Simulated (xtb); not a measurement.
hydrogen atom (H), doublet. Base run: GFN0-xTB (xtb).

Input for xtb:
```
$ xtb mol.xyz --gfn 0 --uhf 1 --json

# file mol.xyz
1

H      0.00000000     0.00000000     0.00000000
```

The base run was repeated with changes; each row names its change, and settings that it needs were set with it.

```json
[
 {"change": "base", "ΔE vs base (kcal/mol)": "0.000"},
 {"change": "acc = 0.1", "ΔE vs base (kcal/mol)": "0.000"},
 {"change": "etemp = 10", "ΔE vs base (kcal/mol)": "0.000"},
 {"change": "etemp = 1000", "ΔE vs base (kcal/mol)": "0.000"}
]
```
